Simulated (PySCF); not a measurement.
TiF: mean field, correlation and small terms against distance

State: ⁴Σ⁻, quartet, unpaired electrons σ ↑, δ ↑↑. ROHF-based CCSD(T) in PySCF 2.14 with Ti aug-cc-pVDZ, F aug-cc-pVDZ and Ti aug-cc-pVTZ, F aug-cc-pVTZ (frozen core orbitals: 10; no relativity). Correlation energies are extrapolated as n⁻³ (n = 2, 3), Hartree–Fock as (n+1)·exp(−9√n). SR is the spin-free X2C energy in Ti cc-pVTZ-DK, F cc-pVTZ-DK less the non-relativistic one in Ti cc-pVTZ, F cc-pVTZ. All energies in eV from Ti (3d2 4s2) + F.

```tsv
R (Å)	HF/CBS	CCSD corr.	(T)	SR	total
1.5661	-2.806	-1.225	-0.2148	0.0419	-4.204
1.6373	-3.454	-1.237	-0.2122	0.0455	-4.858
1.7085	-3.821	-1.264	-0.2110	0.0490	-5.247
1.7797	-3.983	-1.292	-0.2117	0.0521	-5.435
1.8509	-3.999	-1.317	-0.2142	0.0548	-5.475
1.9399	-3.879	-1.343	-0.2196	0.0574	-5.385
2.0288	-3.659	-1.368	-0.2271	0.0591	-5.195
```

A fit to the total gives Re = 1.8393 Å, De = 5.477 eV, ωe = 656.3 cm⁻¹, Be = 0.3662 cm⁻¹ (masses 47.9479 and 18.9984 u).

Problem. At R = 1.8509 Å the CCSD correlation energy is -0.264714 hartree in the smaller basis and -0.322564 in the larger. Extrapolate it.

Solution. (3³·E3 − 2³·E2)/(3³ − 2³) = -0.34692 hartree; the larger basis holds 93.0 % of it.

The T1 diagnostic is 0.037, large enough to doubt a single reference. The state was picked by a PBE0 search and need not be the measured ground state. Spin–orbit coupling, excitations beyond (T) and corrections to the Born–Oppenheimer picture are left out.
